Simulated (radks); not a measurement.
All-electron atom: Kr3+ in [Ar] 3d8 4s1 4p6 (not the ground configuration).

Calculated with a radial shooting solver on a logarithmic mesh with Libxc functionals: scalar-relativistic Kohn-Sham, SCAN, spin-polarised, spherical densities, finite nucleus; open shells are filled with parallel spins first; meta-GGA in the generalised Kohn-Sham scheme; Fermi nuclear charge, rms radius 4.1884 fm.

Energy parts (Ry):
total: -5561.72474
kinetic: 5689.99661
electron-nucleus: -13255.27660
Hartree: 2192.03705
exchange-correlation: -188.48181

Orbitals (lengths in bohr, moments of r in powers of bohr):
| orbital | occ. | eigenvalue (Ry) | <r> |
|---|---|---|---|
| 1s up | 1 | -1049.122 | 0.04150 |
| 1s down | 1 | -1049.102 | 0.04150 |
| 2s up | 1 | -144.3487 | 0.1833 |
| 2s down | 1 | -144.1031 | 0.1832 |
| 2p up | 3 | -128.1191 | 0.1602 |
| 2p down | 3 | -127.9280 | 0.1600 |
| 3s up | 1 | -25.30950 | 0.5191 |
| 3s down | 1 | -24.95774 | 0.5203 |
| 3p up | 3 | -20.05874 | 0.5258 |
| 3p down | 3 | -19.69995 | 0.5274 |
| 3d up | 5 | -11.49657 | 0.5226 |
| 3d down | 3 | -11.10358 | 0.5260 |
| 4s up | 1 | -5.07630 | 1.371 |
| 4p up | 3 | -3.73622 | 1.520 |
| 4p down | 3 | -3.59358 | 1.553 |

The highest occupied level is 4p down at -48.893 eV. The density falls to 0.001 e/bohr^3 at r = 3.23 bohr.

Empty levels of this run are not shown, since the potential may be unsettled where no density lies.
